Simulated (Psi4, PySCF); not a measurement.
FMg, charge +1, singlet, geometry from GFN2-xTB (such geometries of metal compounds can be far from the true shape), atoms displaced at random by about 0.03 Å a coordinate. Base run: R2SCAN/def2-TZVP, gradient (PySCF).

Input for PySCF:
```python
from pyscf import gto, scf, dft

mol = gto.M(
    atom='''
Mg    0.013676    0.043112   -0.752706
F    -0.040485    0.039167    1.012040
''',
    basis='def2-tzvp',
    charge=1,
    spin=0,
    verbose=4,
)

mf = dft.RKS(mol)
mf.xc = 'r2scan'
mf.kernel()
g = mf.nuc_grad_method()
grad = g.kernel()
```

Programs used: Psi4, PySCF; a row that names a program was run with it.

The coordinate followed is z of atom 2.

Variants of this job, named by their change:

```
change                                                  dE/dx (Eh/bohr)  net force (Eh/bohr)
------------------------------------------------------  ---------------  -------------------
base                                                           0.027375             0.000478
finite difference step (bohr) = 1e-5; conv_tol = 1e-11         0.027123                    -
code = psi4                                                    0.026560             0.000959
conv_tol = 1e-11                                               0.027376             0.000478
density fitting = on                                           0.027375             0.000478
grids.level = 5; grid_response = on                            0.027128             0.000000
finite difference step (bohr) = 1e-4; conv_tol = 1e-11         0.027123                    -
grid_response = on                                             0.027123             0.000000
density fitting = on; auxbasis_response = off                  0.027249             0.001377
conv_tol = 1e-6                                                0.027376             0.000478
finite difference step (bohr) = 0.05; conv_tol = 1e-11         0.026894                    -
grids.level = 0; grid_response = off                                [?]             0.031875
```

**Question.** Fill in the missing entries.

**Answer.** 
- grids.level = 0; grid_response = off, dE/dx (Eh/bohr): 0.010862

The net force is zero for an exact gradient.
